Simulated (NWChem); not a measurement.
Program: NWChem. System: sulfuric acid (H₂O₄S), charge 0, spin multiplicity 1, at a geometry optimised with PBE/def2-SVP. Level: MP2/def2-TZVP, 9 core orbitals frozen.

The NWChem input:

```
start mol
memory heap 200 mb stack 900 mb global 1100 mb
geometry units angstroms nocenter noautoz
  O     -0.301404     1.237375     0.870504
  S      0.000000     0.000000    -0.171581
  O      1.271184     0.252501    -0.841629
  O     -1.271184    -0.252501    -0.841629
  O      0.301404    -1.237375     0.870504
  H      0.572121     1.595328     1.141647
  H     -0.572121    -1.595328     1.141647
  symmetry group C2
end
basis spherical
  * library def2-tzvp
end
scf
  rhf
  nopen 0
  maxiter 100
  thresh 1e-7
  semidirect memsize 60000000 filesize 0
end
mp2
  freeze core 9
end
task mp2 energy
```

NWChem printed:

```
             Northwest Computational Chemistry Package (NWChem) 7.3.0
             --------------------------------------------------------

                                NWChem Input Module
                                -------------------

 Scaling coordinates for geometry "geometry" by  1.889725989
 (inverse scale =  0.529177249)

 Turning off AUTOSYM since
 SYMMETRY directive was detected!

                             Geometry "geometry" -> ""
                             -------------------------

 Output coordinates in angstroms (scale by  1.889725989 to convert to a.u.)

  No.       Tag          Charge          X              Y              Z
 ---- ---------------- ---------- -------------- -------------- --------------
    1 O                    8.0000    -0.30140400     1.23737500     0.87050400
    2 S                   16.0000     0.00000000     0.00000000    -0.17158100
    3 O                    8.0000     1.27118400     0.25250100    -0.84162900
    4 O                    8.0000    -1.27118400    -0.25250100    -0.84162900
    5 O                    8.0000     0.30140400    -1.23737500     0.87050400
    6 H                    1.0000     0.57212100     1.59532800     1.14164700
    7 H                    1.0000    -0.57212100    -1.59532800     1.14164700

 Effective nuclear repulsion energy (a.u.)     281.4230519771

            Nuclear Dipole moment (a.u.)
            ----------------------------
        X                 Y               Z
 ---------------- ---------------- ----------------
     0.0000000000     0.0000000000    -0.0000037795

      Symmetry information
      --------------------

 Group name             C2
 Group number              4
 Group order               2
 No. of unique centers     4

      Symmetry unique atoms

     1    2    3    6


 Summary of "ao basis" -> "" (spherical)
 ------------------------------------------------------------------------------
       Tag                 Description            Shells   Functions and Types
 ---------------- ------------------------------  ------  ---------------------
 *                         def2-tzvp                  on all atoms
[...]
     1   1 0 0     -0.000000      0.000000      0.000000
     1   0 1 0      0.000000      0.000000      0.000000
     1   0 0 1      1.319277      0.000000     -0.000004

     2   2 0 0    -29.365497      0.000000     99.856582
     2   1 1 0      3.203070      0.000000      3.549097
     2   1 0 1     -0.000000      0.000000     -0.000000
     2   0 2 0    -22.660108      0.000000    109.302426
     2   0 1 1      0.000000      0.000000      0.000000
     2   0 0 2    -25.943863      0.000000     94.760412

                   NWChem MP2 Semi-direct Energy/Gradient Module
                   ---------------------------------------------

  Basis functions       =    173
  Molecular orbitals    =    173
  Frozen core           =      9
  Frozen virtuals       =      0
  Active alpha occupied =     16
  Active beta occupied  =     16
  Active alpha virtual  =    148
  Active beta virtual   =    148
  Use MO symmetry       = T
  Use skeleton AO sym   = T

  AO/Fock/Back tols     =   1.0D-09  1.0D-09  1.0D-09

 GA uses MA = F    GA memory limited = T

 Available:
  local mem=  1.26D+08
 global mem=  1.44D+08
 local disk=  0.00D+00
  mp2_memr nvloc                   148
  nvloc new                   148
   1 passes of  16:        5242880                     179407                 117936851.
   1 passes of  16: M    126148109           G      144119342           F     120905229.

 Semi-direct pass number   1 of   1  for RHF alpha+beta  at       35.9s
  vrange nnbf                 14642
  mp2_eaftype                   449  avail_ma_in_mb                  1099
 EAF : mp2_eaftype filesize         449   58968425.
  mp2_eaf for mointskh                    449
Node 0 wrote    277.4 Mb in      0.5 s     Agg I/O rate:   549.5 Mb/s
 Done moints_semi at       62.2s
  mp2_eaftype                   449  avail_ma_in_mb                   650
 EAF : mp2_eaftype filesize         449   58968425.
  mp2_eaf for kh                   449
 Done maket at       63.7s
 Done multipass loop at       63.7s

          -------------------------------------------
          SCF energy                -698.252483027368
          Correlation energy          -1.144127518466
          Singlet pairs               -0.685136199610
          Triplet pairs               -0.458991318856
          Total MP2 energy          -699.396610545834
          -------------------------------------------

          ---------------------------------------------------
                    Spin Component Scaled (SCS) MP2
          Same spin pairs                     -0.305994212571
          Same spin scaling factor             0.333333333333
          Opposite spin pairs                 -0.838133305896
          Opposite spin scaling fact.          1.200000000000
          SCS-MP2 correlation energy          -1.107758037932
          Total SCS-MP2 energy              -699.360241065299
          ---------------------------------------------------

 -----------------------
 Performance information
 -----------------------

 Timer overhead =  1.36D-07 seconds/call

               Nr. of calls         CPU time (s)                 Wall time (s)                GFlops
             ---------------    -------------------     ------------------------------   -------------------
Name         Min   Avg   Max    Min     Avg     Max     Min     Avg     Max   Mx/calls   Min     Max     Sum
mp2: moin     1     1     1    26.     26.     26.      26.     26.     26.     26.      0.0     0.0     0.0
mp2: make     1     1     1    1.5     1.5     1.5      1.5     1.5     1.5     1.5      0.0     0.0     0.0
mp2: tota     1     1     1    28.     28.     28.      28.     28.     28.     28.      0.0     0.0     0.0

 The average no. of pstat calls per process was 3.00D+00
 with a timing overhead of 4.09D-07s

 Task  times  cpu:       63.7s     wall:       63.7s

 Total times  cpu:       63.7s     wall:       63.7s
```
